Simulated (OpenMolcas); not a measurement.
## Potential curves of AsP: spin-free states

Calculated with OpenMolcas 26.06: state-averaged CASSCF(8,7) over As 4p, P 3s 3p, XMS-CASPT2 (IPEA 0.25, imaginary shift 0.2 hartree), scalar X2C, ANO-RCC-VTZP, then RASSI spin–orbit state interaction with atomic mean-field integrals. C2 symmetry about the axis (a holds Σ, Δ, Γ; b holds Π, Φ, H; Σ⁺ and Σ⁻ are not told apart); roots by multiplicity and irrep: 1a 5, 3a 6, 3b 4, 5a 1, 1b 2, 5b 2.

XMS-CASPT2 energies in eV from the lowest point. Curves are followed by energy order within each symmetry, so they are adiabatic and may change character at avoided crossings; Σ⁺ and Σ⁻ are counted together.

```
R (Å)  (1)1Σ  (1)3Σ  (1)3Δ  (1)3Π   (1)5Σ  (2)3Σ  (1)1Δ
1.721  2.165  6.346  6.980  6.086  10.671  7.557  7.768
1.821  0.845  4.411  5.063  4.611   8.074  5.656  5.908
1.911  0.206  3.320  3.994  3.866   6.454  4.600  4.865
2.001  0.000  2.662  3.370  3.502   5.328  3.974  4.288
2.101  0.070  2.289  3.025  3.387   4.499  3.656  3.983
2.201  0.332  2.166  2.933  3.478   3.987  3.584  3.938
2.341  0.866  2.246  3.070  3.779   3.620  3.733  4.144
2.521  1.637  2.574  3.462  4.298   3.503  4.191  4.643
2.801  2.688  3.188  4.219  5.058   3.712  5.028  5.580
```

The 7 lowest clean curves are shown; the next is (2)3Δ, from 4.52 eV. Left out for impure symmetry, kinks or missing points, though low: (1)1Π, (2)1Σ. Only roots inside an energy window near the equilibrium distance were included, so the list of states is not complete; labels number the states computed. Each spin and symmetry block has orbitals of its own, averaged over its own roots, so gaps between blocks are less sure than gaps within one and near the minimum can be off by tenths of an eV, in bad cases by more. No Rydberg orbitals are active, so Rydberg states, and σ→σ* states whose orbital the CASSCF left unused, can be missing between those listed. CASPT2 splits the two components of degenerate states numerically, here by up to 258 cm⁻¹. The CASPT2 reference weights are uneven, so some states carry less reliable energies. Points that failed a check (symmetry, reference weights, a jump) are left out.
